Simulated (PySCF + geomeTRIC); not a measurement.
A geometry relaxed with PBE0-D4/def2-TZVP run with PySCF + geomeTRIC, charge 0, multiplicity 2:

```xyz
8

C      1.3787    -0.1601    -0.0569
Si    -0.3736     0.3587     0.0198
O     -1.2733    -1.0235     0.0348
H      1.6718    -1.2046    -0.0820
H     -0.6348     1.1802     1.2395
H     -2.2256    -0.9335     0.0745
H      2.1978     0.5516    -0.0805
H     -0.7287     1.2157    -1.1507
```

Problem. Write the SMILES of this molecule.

Solution. `[CH2][SiH2]O`
